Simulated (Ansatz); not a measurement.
A made-up structure of MgGeHO, doublet:

O1  (-1.302, 0.169, 0.016)
Mg2  (1.461, -0.221, 0.048)
Ge3  (-0.116, -0.509, 1.079)
H4  (-0.043, 0.562, -1.144)
(Å)

It is relaxed with PBE-D4/def2-SVP and then PBE0-D4/def2-TZVP (Ansatz 0.2.0). Atoms count as bonded within 1.22 times the sum of their covalent radii (H–H: 0.88 Å). The end point is not checked to be a true minimum.

(1) Does its bonding change? (Judge from chemistry; the calculation decides.)

Answers

(1) The calculation gives: Yes. Formed: O1–H4; broken: Mg2–H4.

Where it ends: The first stage lowers the energy by 5.76 eV in 20 steps. It ends as MgGeHO ([OH][Ge][Mg]):
O1  (-0.977, 0.613, -0.113)
Mg2  (2.472, -0.238, 0.147)
Ge3  (-0.183, -0.649, 0.914)
H4  (-1.312, 0.274, -0.947)
(Å)

Labels in which every atom is bracketed show which atoms are joined, not bond orders.

For scale, one of the runs: PBE0-D4/def2-TZVP relaxation, 117 basis functions, launched by `ansatz run in.yaml --threads 2 --pin off --events-out ev --progress --plain --max-ram 4352MiB`. Hardware: 2 CPU threads of an Arm Neoverse V1, shared host. Wall time about 39 s.
